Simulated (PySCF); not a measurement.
Compound: C₉H₁₂P (charge -1).
Numbering: `[CH2:1]=[CH:2][c:3]1[p-:4][cH:5][c:6]([CH3:7])[c:8]1[CH2:9][CH3:10]`

Cartesian coordinates in Å at the GFN2-xTB level; atoms count from 1:
```xyz
22
C9H12P angstrom
C      3.1136   -1.2690   -1.4630
C      2.1641   -0.4777   -0.9564
C      0.9507   -0.9021   -0.3245
P      0.5243   -2.5977   -0.0373
C     -0.9681   -2.0888    0.6827
C     -1.1356   -0.7125    0.7062
C     -2.3531   -0.0503    1.2856
C     -0.0495   -0.0335    0.1437
C      0.0002    1.4630    0.0119
C     -0.4767    1.9183   -1.3703
H      4.0073   -0.8767   -1.9279
H      3.0134   -2.3410   -1.4204
H      2.3125    0.5989   -1.0256
H     -1.6929   -2.7909    1.0746
H     -2.0927    0.5974    2.1285
H     -2.8662    0.5645    0.5409
H     -3.0542   -0.8038    1.6450
H      1.0193    1.8290    0.1752
H     -0.6359    1.9215    0.7756
H     -0.4418    3.0061   -1.4662
H      0.1505    1.4778   -2.1428
H     -1.4996    1.5869   -1.5399
```

Probes without a nucleus sit at each ring's centroid and 1 Å off its mean plane on both sides; NICS is minus the shielding there, NICSzz its component along the normal. Level: GIAO PBE0/pcSseg-1 (PySCF, non-relativistic, gas phase) on the GFN2-xTB geometry, one conformer.

Ring bond lengths (Å), with Mayer bond orders in brackets: C3–P4 1.772 (1.19), P4–C5 1.733 (1.31), C5–C6 1.387 (1.46), C6–C8 1.399 (1.38), C8–C3 1.405 (1.43).

Question: Give the NICS values of each ring in ppm.

Answer: 
```csv
ring,type,NICS(0),"NICS(1), two faces","NICS(1)zz, two faces",rms pucker (Å),"centre to ring atoms, mean (Å)"
C3–P4–C5–C6–C8,5-membered ring with P; formal bonds all aromatic,-9.9,-9.4 / -9.4,-22.4 / -22.1,0.00,1.30
```

Question: What can be read from them?

Answer: 
- C3–P4–C5–C6–C8: mean NICS(1)zz -22.2 ppm, shielded.

Question: And the bond-length index? HOMA takes Krygowski's 1993 parameters.

Answer: 
- C3–P4–C5–C6–C8: HOMA 0.82; the largest term is that of C3–P4, α(R − Ropt)² = 0.65.

Question: What field does 14.1 T along the ring normal induce along that normal at the first NICS(1) probe listed for ring C3–P4–C5–C6–C8, 1 Å off the ring?

Answer: NICSzz × B0 = -22.4 ppm × 14.1 T = -316 μT, against the applied field.

Question: List the ring angles and the Hirshfeld charges of the ring atoms.

Answer: 
- C3–P4–C5–C6–C8: C3 111.5° (-0.125 e), P4 89.6° (-0.181 e), C5 113.7° (-0.193 e), C6 112.4° (-0.066 e), C8 112.7° (-0.055 e); sum 540.0° against 540° for a flat convex ring.

Question: How shielded are the nuclei of the rings and their hydrogens (means over atoms taken as equivalent)?

Answer: 
| atoms | environment | σ isotropic (ppm) | principal values of the symmetric part, first atom (ppm) |
| --- | --- | --- | --- |
| C3 | substituted aromatic carbon | 37.8 | -52.0, 24.8, 140.7 |
| P4 | phosphorus bonded to 2 C | 239.5 | 123.6, 145.7, 449.0 |
| C5 | aromatic CH carbon | 47.3 | -73.0, 75.7, 139.1 |
| C6 | substituted aromatic carbon | 65.6 | -5.3, 62.2, 139.9 |
| C8 | substituted aromatic carbon | 53.8 | -8.5, 24.8, 145.2 |
| H14 | aromatic hydrogen | 24.96 | 23.5, 23.7, 27.7 |
